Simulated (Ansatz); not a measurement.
CH8GeInN (`C[N]([GeH3])[InH2]`). Charge 0, multiplicity 1. In: def2 effective core potential.

Z-matrix (Å, degrees):
```
C
N 1 1.453
H 1 1.099 2 112.2
H 1 1.095 2 111.2 3 119.7
H 1 1.099 2 112.2 3 -120.5
Ge 2 1.835 1 114.8 3 60.3
In 2 2.030 1 121.3 3 -119.8
H 6 1.546 2 110.3 1 -59.4
H 6 1.537 2 107.7 1 -179.9
H 6 1.546 2 110.3 1 59.5
H 7 1.709 2 115.8 1 180.0
H 7 1.715 2 112.2 1 -0.0
```

(1) What are the harmonic wavenumbers in cm⁻¹ at PBE0-D4/def2-TZVP (Ansatz, finite differences of forces, unscaled)? (An estimate is asked.)

(2) Is this a minimum?

(3) Give the ideal-gas thermochemistry at 298.15 K and 1 bar (rigid rotor, harmonic oscillator; point group Cs, symmetry number 1).

## Answers

(1) Ansatz gave: 107, 124, 161, 166, 221, 234, 353, 397, 518, 554, 618, 619, 788, 859, 860, 896, 1129, 1132, 1186, 1454, 1484, 1501, 1839, 1861, 2104, 2115, 2160, 2979, 3021, 3075.

(2) Yes, all 30 modes are real.

(3) Zero-point energy 206.5 kJ/mol; H(298) − E = 230.5 kJ/mol; entropy 381.6 J/(mol·K), of which translation 176.2, rotation 121.0, vibration 84.4; G(298) − E = 116.8 kJ/mol.
